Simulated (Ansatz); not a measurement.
AsH+, multiplicity 2 (lowest of 2S+1 = 2, 4 at CCSD(T)/def2-TZVPP on PBE0 minima; our sources give no spin for the ground state, which may be another), most abundant isotopes (1.0078 and 74.9216 u). Constants from fifth-degree fits in 1/R to seven points on the lowest solution found; no spin–orbit coupling, no relativity up to Kr; ω_e x_e and α_e move by some per cent with the fit.

Correlated levels freeze the inner cores; with def2 sets outer-core shells near the valence are correlated too. CBS: X⁻³ extrapolation of the correlation energy, Hartree–Fock from the larger set.

Codes used: Ansatz (an electronic-structure program). Each number belongs to the level named beside it.

```
level                                r_e (Å)  ω_e (cm⁻¹)  ω_e x_e (cm⁻¹)  α_e (cm⁻¹)
-----------------------------------  -------  ----------  --------------  ----------
PBE/def2-TZVPP                        1.5509      2111.1            33.0       0.185
CCSD(T)/CBS(def2-TZVPP, def2-QZVPP)   1.5222      2208.7            33.1       0.192
```

Q: Predict ω_e, ω_e x_e, B_e and the fall in zero-point energy on putting deuterium (2.014102 u) for H, at CCSD(T)/CBS(def2-TZVPP, def2-QZVPP).

A: 
The curve stays; ρ = √(μ_H/μ_D) = √(0.99445/1.96137) = 0.71205. ω_e scales with ρ: 1573 cm⁻¹; ω_e x_e and B_e with ρ²: 16.8 and 3.709 cm⁻¹. The zero-point energy falls by 314 cm⁻¹, by which D₀ of the deuteride is larger.
